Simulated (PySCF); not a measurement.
## Worked example: oscillator strength and radiative lifetime

F2H4OSi2, SMILES [SiH2](O[SiH2]F)F.

Geometry: PBE0-D3(BJ)/def2-SVP. One conformer was computed; it need not be the lowest.

TDDFT-B3LYP/def2-SVPD (PySCF) puts the first singlet state with f over 0.02 at 8.60 eV (vertical), with the transition dipole (-0.492, 0.262, 0.000) in atomic units.

Q: Find the oscillator strength, the wavelength and the radiative lifetime that this transition would have in vacuum if emission retraced absorption.

A: 
|μ|² = 0.3107 au, so |μ| = 1.42 D. ΔE = 8.60/27.211 = 0.3160 hartree. f = (2/3) ΔE |μ|² = 0.065 (the program prints 0.065).
λ = 1239.84/8.60 = 144 nm; ν = 69364 cm⁻¹.
Einstein's coefficient A = 0.6670 ν² f s⁻¹ (ν in cm⁻¹) = 2.1e8 s⁻¹, so τ = 1/A = 4.8 ns. This state is S6; the lower singlets have f = 0.010, 0.013, 0.004, 0.002, 0.002. The figure is the radiative limit of this one transition; relaxation, internal conversion, crossing to triplets and a medium change what is measured.
